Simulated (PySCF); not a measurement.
Compound: C8H11 (doublet state).
Cartesian coordinates in Å at the GFN2-xTB level; atoms count from 1:
```
atom  x, y, z in Å
C1     0.6628   -0.1011   -1.5986
C2     1.9089   -0.4594   -1.4470
C3     2.3659   -0.1224   -0.0363
C4     1.2037    0.7226    0.5317
C5    -0.0127    0.4932   -0.4167
C6    -1.0312   -0.4559    0.1760
C7    -2.0962    0.0714    1.0910
C8    -2.4578   -0.4114   -0.2806
H9     2.5629   -0.9281   -2.1579
H10    3.3078    0.4272   -0.0451
H11    2.5140   -1.0442    0.5315
H12    1.4748    1.7777    0.5206
H13    0.9536    0.4432    1.5538
H14   -0.5057    1.4378   -0.6606
H15   -0.6190   -1.4312    0.4075
H16   -2.3894   -0.5268    1.9405
H17   -2.1240    1.1344    1.2797
H18   -2.7302    0.3234   -1.0233
H19   -2.9982   -1.3412   -0.3738
```

The hyperfine couplings belong to this conformer and change with its torsions.

The species is `[C]1=CCC[C@@H]1C1CC1` [radical].

Method: UKS B3LYP, pcH-1 on C H, non-relativistic, mean-field spin-orbit, GIAO (PySCF 2.14.0). Geometry: GFN2-xTB, one conformer, isolated molecule. A GFN2-xTB geometry isn't a minimum of the functional, and hyperfine couplings can be far from their values at a DFT geometry. Stability of the SCF solution: not tested.

**Question.** Break the g tensor into its mass correction, gauge correction and orbital-Zeeman/spin–orbit terms.

**Answer.** 
```tsv
Δg (ppm)	1	2	3
relativistic mass correction	-162	-162	-162
gauge correction	35	13	8
orbital Zeeman/spin–orbit	-519	-33	475
total	-646	-182	321
```

So g = 2.00167, 2.00214, 2.00264 and g_iso = 2.00215; the tensor is rhombic: the two nearest values differ by 48 % of g3 − g1. Axes: g1 points within 14° of the C2–H9 bond.

**Question.** What effective moment and Curie constant follow for a powder?

**Answer.** With the mean of g² = 4.0086 and S(S+1) = 0.75: μ_eff = √(⟨g²⟩S(S+1)) = 1.734 μB and χT = 0.12505·⟨g²⟩·S(S+1) = 0.376 cm³ K/mol (cgs; spin-Hamiltonian part alone).

**Question.** What are the electron Larmor frequencies g μB B/h along the three axes at 1200 mT?

**Answer.** 33.6191, 33.6269, 33.6353 GHz for g1, g2 and g3, a range of 16.2 MHz.

**Question.** How much does each term add to the isotropic shift?

**Answer.** The mass correction -162, the orbital-Zeeman/spin–orbit term -26 and the gauge correction 19 ppm, for a total of -169 ppm. The mass correction is the largest in size. The mass correction is the same along every axis, so the anisotropy comes from the other two: their spans along these axes are 27 (gauge) and 994 ppm (orbital Zeeman/spin–orbit).

**Question.** In a frozen sample, at which fields do the three g values resonate at 9.5, 34, 94 and 263 GHz (hyperfine left aside), and which band first spreads them over more than twice a line width of 0.5 mT?

**Answer.** 
```
band    GHz  B(g3) mT  B(g2) mT  B(g1) mT  spread mT
   X    9.5    338.93    339.01    339.09       0.16
   Q   34.0   1213.01   1213.31   1213.60       0.59
   W   94.0   3353.62   3354.46   3355.24       1.62
   J  263.0   9382.99   9385.35   9387.52       4.53
```

The spread grows in proportion to the frequency. W band is the first where it exceeds 1.0 mT.

The Mulliken spin populations are largest on C1 (+1.00), C2 (-0.13) and C3 (+0.08). No atom but C1 exceeds +0.15. The positive populations add up to 1.15 and the negative ones to -0.15, together 2S = 1.

The HOMO–LUMO gaps are 7.03 eV among the α and 4.40 eV among the β orbitals.
